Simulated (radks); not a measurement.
Radial electron density D(r) = 4 pi r^2 rho(r) of an atom or ion with 39 electrons. Calculated with a radial shooting solver on a logarithmic mesh with Libxc functionals: Dirac Kohn-Sham, LB94 model potential, spin-unpolarised, spherical densities, finite nucleus; Fermi nuclear charge, rms radius of each element as measured or else 0.836 A^(1/3) + 0.57 fm.

```
   r/bohr * D(r) (the largest magnitude, 117, reaches the edge; | marks zero)
 0.001237 |  *
 0.001585 |    *
 0.002015 |      *
 0.002582 |         *
 0.003283 |            *
 0.004207 |                 *
 0.005348 |                       *
 0.006853 |                             *
 0.008711 |                                   *
  0.01116 |                                        *
  0.01419 |                                          *
  0.01819 |                                         *
  0.02312 |                                      *
  0.02963 |                                     *
  0.03766 |                                         *
  0.04826 |                                                *
  0.06135 |                                                      *
  0.07862 |                                                   *
  0.09995 |                                           *
   0.1281 |                                        *
   0.1628 |                                              *
   0.2086 |                                            *
   0.2652 |                             *
   0.3399 |                *
   0.4321 |               *
   0.5537 |            *
   0.7039 |    *
    0.902 |*
    1.147 *
    1.469 *
```

What is the nuclear charge?

Answer. Z = 66. The innermost maximum, from 1s, lies near gamma/Z bohr with gamma = sqrt(1 - (Z/c)^2) = 0.876, here 0.0133 bohr (found: 0.0147), and its height grows with Z. The density is that of the dysprosium ion Dy27+ in [Kr] 4d3; the configuration itself is not fixed sharply by these data, and Z only to a few units. D(r) has 4 maxima, at r = 0.0147, 0.0644, 0.181, 0.439 bohr, and minima at 0.0282, 0.119, 0.393 bohr, inside which lie 2.02, 11.15, 29.66 electrons.
